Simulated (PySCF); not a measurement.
Cl3Sb, charge -1, doublet, at a GFN2-xTB geometry (a state made from the parent by changing its charge; the spin is typed, not shown lowest) (core potentials on Sb). Base run: R2SCAN/def2-SV(P) (PySCF).

The PySCF input:
```python
from pyscf import gto, scf, dft

mol = gto.Mole()
mol.atom = '''
    Sb   -0.008543   -0.396625    0.030064
    Cl   -2.648928   -0.337812    0.044501
    Cl    0.042681    1.981450   -0.150194
    Cl    2.631877   -0.453761    0.015500
'''
mol.basis = 'def2-sv(p)'
mol.ecp = {'Sb': 'def2-sv(p)'}
mol.charge = -1
mol.spin = 1
mol.verbose = 4
mol.build()

mf = dft.UKS(mol)
mf.xc = 'r2scan'
mf.kernel()
mf.analyze()
```

Variants of this job, named by their change:

```json
[
 {"change": "base", "ΔE vs base (µEh)": "0.0", "grid points": "78600", "electrons on the grid": "75.00000", "outcome": "converged"},
 {"change": "grids.prune = dft.gen_grid.treutler_prune", "ΔE vs base (µEh)": "0.5", "grid points": "77344", "electrons on the grid": "75.00000", "outcome": "converged"},
 {"change": "grids.level = 5", "ΔE vs base (µEh)": "164", "grid points": "176152", "electrons on the grid": "75.00000", "outcome": "converged"},
 {"change": "small_rho_cutoff = 0", "ΔE vs base (µEh)": "0.0", "grid points": "78600", "electrons on the grid": "75.00000", "outcome": "converged"},
 {"change": "grids.atom_grid = (150, 974)", "ΔE vs base (µEh)": "143", "grid points": "292800", "electrons on the grid": "75.00000", "outcome": "converged"},
 {"change": "grids.atom_grid = (75, 302)", "ΔE vs base (µEh)": "361", "grid points": "54240", "electrons on the grid": "75.00001", "outcome": "converged"},
 {"change": "grids.radi_method = delley", "ΔE vs base (µEh)": "152", "grid points": "79128", "electrons on the grid": "75.00000", "outcome": "converged"},
 {"change": "grids.prune = dft.gen_grid.sg1_prune", "ΔE vs base (µEh)": "-", "grid points": "-", "electrons on the grid": "-", "outcome": "input refused"},
 {"change": "grids.level = 7", "ΔE vs base (µEh)": "134", "grid points": "347088", "electrons on the grid": "75.00000", "outcome": "converged"},
 {"change": "grids.atom_grid = (30, 110)", "ΔE vs base (µEh)": "7124", "grid points": "9696", "electrons on the grid": "74.99964", "outcome": "converged"},
 {"change": "grids.radi_method = mura_knowles", "ΔE vs base (µEh)": "77.6", "grid points": "71824", "electrons on the grid": "75.00000", "outcome": "converged"}
]
```

Open shells are given as the SCF converged; they aren't shown to be the lowest states, and a large step between rows can be another state.

- grids.prune = dft.gen_grid.sg1_prune: ended with `IndexError: index 51 is out of bounds for axis 0 with size 19`
